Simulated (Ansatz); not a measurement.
Input file for `N[Si](F)(S)I`:

```yaml
crystal:
  periodic: [false, false, false]
  atoms:
    - {symbol: N, position_ang: [0.510412, 1.042436, 0.849137]}
    - {symbol: Si, position_ang: [0.216741, -0.183428, -0.273311]}
    - {symbol: F, position_ang: [1.644242, -0.631033, -0.810650]}
    - {symbol: S, position_ang: [-0.822791, -1.708995, 0.747192]}
    - {symbol: I, position_ang: [-1.010203, 0.438579, -2.298720]}
    - {symbol: H, position_ang: [1.248877, 1.709719, 0.691802]}
    - {symbol: H, position_ang: [-0.244351, 1.428915, 1.391962]}
    - {symbol: H, position_ang: [-1.450727, -2.153291, -0.353311]}
basis:
  gaussian: {orbitals: def2-TZVPP}
correlation: {method: ccsd_t}
output: {orbitals: {seedname: orbitals}}
```

```sh
$ ansatz run in.yaml --threads 4 --pin off --events-out ev --progress --plain --max-ram 10444MiB
```

Log, shortened:

```
Functional definition: HF
1593 factors; integrals over basis functions are off by at most 1.1e-3 eV
mean field evaluation 1: about -30991.1634 eV, gradient 4.2e1 eV
mean field evaluation 2: about -30991.3825 eV, gradient 4.2e1 eV
mean field evaluation 4: about -30994.8716 eV, gradient 3.3e0 eV
mean field evaluation 8: about -30994.9306 eV, gradient 3.5e-1 eV
mean field evaluation 16: about -30994.9312 eV, gradient 2.5e-6 eV
mean field -30994.93123780 eV, -1139.0427138701 hartree, gradient 2.5e-6 eV, S^2 0.000000; 0 other end points of the search recorded, 0 dependent functions left out
16 core orbitals not correlated: weight in the atoms' cores, before any rotation towards them, 1.000 or more for the frozen orbitals, at most 0.000 for the correlated occupied ones
reference -30994.93123780 eV, -1139.0427138701 hartree; 21, 21 occupied and 201, 201 virtual orbitals, 1593 factors
second order -34.04199925 eV of doubles, -0.00000000 eV of singles
cycle   1  -33.12164337 eV  change    9.2e-1 eV  update   1.1e-1
cycle   2  -33.85462137 eV  change   -7.3e-1 eV  update   3.2e-2
cycle   3  -33.98145618 eV  change   -1.3e-1 eV  update   1.5e-2
cycle   4  -33.95538023 eV  change    2.6e-2 eV  update   3.5e-3
cycle   5  -33.95393533 eV  change    1.4e-3 eV  update   1.5e-3
cycle   6  -33.95498128 eV  change   -1.0e-3 eV  update   4.6e-4
cycle   7  -33.95455523 eV  change    4.3e-4 eV  update   1.7e-4
cycle   8  -33.95443968 eV  change    1.2e-4 eV  update   5.0e-5
cycle   9  -33.95447522 eV  change   -3.6e-5 eV  update   1.9e-5
perturbative correction -1.10424898 eV, -0.0405804017 hartree
Total energy: -31029.98996200 eV, -1140.3310982210 hartree
```

It took 4.1 min on 4 threads of an Arm Neoverse V1 on a shared host, with 4.8 GiB of host memory at the peak.

Correlation energy per correlated electron: -0.835 eV. T1 diagnostic: 0.0101.
